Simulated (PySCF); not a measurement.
Input for PySCF: R-HF/STO-3G on BrHMg (SMILES [MgH][Br]), a point of a bond scan (R = 1.681 Å).

```python
from pyscf import gto, scf, dft, mp
from pyscf.data.elements import chemcore

mol = gto.M(
    atom='''
    Mg   -0.00000000   -0.00000000   -1.67667967
    H     0.00000000    0.00000000   -3.35774289
    Br    0.00000000    0.00000000    0.67079711
    ''',
    basis='sto-3g',
    charge=0, spin=0, verbose=3, max_memory=1800)
mf = scf.RHF(mol)
mf.conv_tol = 1e-8
mf.max_cycle = 100
mf.kernel()
if not mf.converged:
    mf = mf.newton().run(mf.mo_coeff, mf.mo_occ)
```

Program output:

```
converged SCF energy = -2742.42210667391
```

The run converged.

Cost: about 0.3 core-seconds (a rough figure).
